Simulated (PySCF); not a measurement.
SMILES CO[Si](C)(S)S at its CAM-B3LYP/def2-SVP optimised geometry (Å):

```
14

C     -1.0877     0.8125    -0.9041
O     -1.3827    -0.2209     0.0000
Si    -0.7716    -1.7550     0.0000
C     -1.2778    -2.7228    -1.5095
S     -1.5842    -2.5337     1.8201
S      1.3806    -1.7550     0.0000
H     -1.5489     0.6340    -1.8914
H     -1.4902     1.7550    -0.5055
H      0.0004     0.9295    -1.0463
H     -0.9358    -3.7666    -1.4470
H     -0.8546    -2.2822    -2.4256
H     -2.3744    -2.7248    -1.5977
H     -0.9092    -3.6991     1.7335
H      1.4902    -1.1625     1.2071
```

Computed with CAM-B3LYP/def2-TZVP run with PySCF 2.14.0. Cells within 0.4 Å of a nucleus heavier than hydrogen are left out (blank, or x).

Map of the log10 of the electron density (e/bohr³), floored at −4 on the plane z = 0.0 Å:

```
|0000000000000000000000000000000|
|0000000000000000000000000000000|
|0000000000000000000000000000000|
|0000000111111000000000000000000|
|0000001223322110000000000000000|
|0000012334433221000000000000000|
|0000123445544322100000000000000|
|0000123456655432211000000000000|
|0000234566665543321100000000000|
|0001234567766544332100000000000|
|0001234566766554432210000000000|
|0001234566776655433211000000000|
|0001234567776655443221110000000|
|0001345678887655433322211000000|
|0012346789998755433333322110000|
|001235679xxx8765444444433211000|
|001245689xxx9765455555544321000|
|001235679xx98765556666655432100|
|0012345788988766667777765432100|
|0012345677888776777888776543210|
|0012334567789977788899876543210|
|00122345668xxx87788xxx887643210|
|00122345668xxx87788xxx887653210|
|001233456679x9777889x9877543210|
|0012334566777766778888876543210|
|0012334556666666667777766543210|
|0012334455666555566666655432100|
|0012233445555544455555554322100|
|0011223344444443444444443221000|
|0001122333444333333333332210000|
|0000112233333322222222221100000|
```
Scale: ten equal steps from -4.00 (start of '0') to -0.160 (end of '9'), in the order '0123456789'; x runs from -4.00 to 4.00, y from -4.00 (bottom) to 4.00 (top).
